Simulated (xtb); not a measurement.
iminoborane (BH₂N), SMILES B=N. All values are semi-empirical tight-binding results from xtb (GFN2-xTB unless named), good for trends rather than for accurate numbers. Coordinates come from a GFN2-xTB optimisation.

Estimate the properties. (The exact figures need the calculation; the answer reports its results.)


```yaml
point_group_as_xtb_finds_it: C∞v
orbital_gap: 7.22 eV
dipole_moment: 0.04 D
zero_point_energy: 15.5 kcal/mol
G − E(el) at 298.15 K (modified RRHO): 3.0 kcal/mol
static polarisability (D4 model): 25.9 bohr³
solvation energy, GFN2-xTB/ALPB(water): -3.3 kcal/mol
solvation energy, GFN2-xTB/ALPB(octanol): -2.7 kcal/mol
```

Give the IR lines (harmonic; lines under 4 % of the strongest left out, lines within 3 cm⁻¹ merged). (An estimate is asked for; the answer gives what the named calculation found.)

ν (cm⁻¹): 431 (vs), 1981 (w), 2939 (m), 3717 (w) (against the strongest line: vs over 80 %, s over 45 %, m over 15 %, w over 4 %, vw less)
